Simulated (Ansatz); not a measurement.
`C=C(F)S[SiH3]` → 2 C• + F• + 5 H• + S• + Si•  (atomization)

Computed with Ansatz on PBE0-D4/def2-TZVP structures; ΔE is electronic, products minus reactants. CCSD(T)/CBS is the MP2 limit (def2-TZVPP, def2-QZVPP) plus CCSD(T) − MP2 in def2-TZVPP, frozen cores. This one scheme is used for every species, atoms too. Functionals use def2-TZVPP. B3LYP here is the variant with VWN-RPA as its local correlation; programs differ in this. No spin–orbit coupling; open shells (•) take unrestricted orbitals. Spin–orbit coupling would lower the free atoms: a little for C, F, S, Si. Each species was taken in one conformer, which may not be the lowest.

```
             level  ΔE (kcal/mol)  difference from CCSD(T)/CBS
           ωB97X-V          860.4                          5.2
            B2PLYP          844.7                        -10.5
              PBE0          853.8                         -1.4
             B3LYP          846.0                         -9.2
    MP2/def2-TZVPP          846.1                         -9.1
   CCSD/def2-TZVPP          816.1                        -39.1
CCSD(T)/def2-TZVPP          831.1                        -24.1
    MP2/def2-QZVPP          860.2                          5.0
SCS-MP2/def2-QZVPP          856.4                          1.2
      HF/CBS(def2)          618.2                       -237.0
       CCSD(T)/CBS          855.2                            0
```

Largest T1 diagnostic among the species: 0.013.

From PBE to PBE0 (25 % exact exchange), in def2-TZVPP and without D4, ΔE moves by −16.9 kcal/mol: exact exchange takes away binding that semilocal exchange gives to molecules. The D4 term adds +9.0 kcal/mol with B3LYP and +4.7 kcal/mol with PBE0; it sums over pairs of atoms, weighted by their polarisabilities, and B3LYP, whose exchange is more repulsive, gets the larger term.

For atomizations the MP2-based limit and the directly extrapolated one differ by several kJ/mol either way, and by 10 to 25 for some Ge, Se and Sn compounds, so smaller differences from it don't rank the levels.
